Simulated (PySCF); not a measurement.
# Ni¹²⁺ (nickel, charge +12) across methods

[Ne] 3s2 3p4, high-spin 3P determinant. Computed with PySCF 2.14 in an uncontracted even-tempered set (22 s from 0.59 bohr⁻², ratio 2.2; 14 p from 0.76 bohr⁻², ratio 2.2; 6 d from 5.6 bohr⁻², ratio 2.4; 5 f from 8.4 bohr⁻², ratio 2.4; 4 g from 13 bohr⁻², ratio 2.4), with the spin-free X2C one-electron Hamiltonian (Gaussian nucleus).

| method | E (hartree) | mean ε 3s β (eV) | mean ε 3p α (eV) | mean ε 3p β (eV) | Σ⟨r²⟩ (bohr²) | ⟨S²⟩ |
| --- | --- | --- | --- | --- | --- | --- |
| PBE0 | -1458.362 | -413.64 | -378.54 | -372.44 | 3.391 | 2.001 |
| BLYP | -1458.680 | -409.06 | -373.88 | -368.19 | 3.391 | 2.001 |
| UHF | -1457.83528 | -425.14 | -390.65 | -383.31 | 3.399 | 2.003 |
| PBE | -1458.314 | -409.17 | -374.04 | -368.29 | 3.390 | 2.001 |
| B97-3 | -1458.454 | -414.28 | -378.66 | -372.81 | 3.389 | 2.001 |
| r2SCAN | -1458.538 | -410.03 | -375.68 | -369.22 | 3.392 | 2.002 |

Q: Estimate the same row for LDA.

A: E (hartree) = -1455.671; mean ε 3s β (eV) = -409.10; mean ε 3p α (eV) = -373.71; mean ε 3p β (eV) = -367.90; Σ⟨r²⟩ (bohr²) = 3.393; ⟨S²⟩ = 2.000.
